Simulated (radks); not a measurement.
Question: The mean radii <r> (bohr) of the occupied orbitals of an atom or ion are listed with their occupations. All-electron calculation, scalar-relativistic Kohn-Sham, BLYP, spin-polarised, spherical densities, finite nucleus; Fermi nuclear charge, rms radius of each element as measured or else 0.836 A^(1/3) + 0.57 fm. Program: a radial shooting solver on a logarithmic mesh with Libxc functionals.

| orbital | occ. | <r> |
|---|---|---|
| 1s down | 1 | 0.06090 |
| 1s up | 1 | 0.06090 |
| 2s up | 1 | 0.2797 |
| 2s down | 1 | 0.2793 |
| 2p up | 3 | 0.2474 |
| 2p down | 3 | 0.2468 |
| 3s up | 1 | 0.8428 |
| 3s down | 1 | 0.8467 |
| 3p up | 3 | 0.8869 |
| 3p down | 3 | 0.8941 |
| 3d up | 4 | 1.034 |

Name the element and its charge. Open shells, if any, are filled with parallel spins first.

Answer: Z = 25, manganese, charge +3: Mn3+ in [Ar] 3d4. The 1s radius gives Z: for a bare nucleus <r> = (2 gamma + 1)/(2Z) with gamma = sqrt(1 - (Z/c)^2), 0.05933 bohr for Z = 25, and screening makes it slightly larger (0.06090 here). The occupations add up to 22, and the charge is Z minus that.
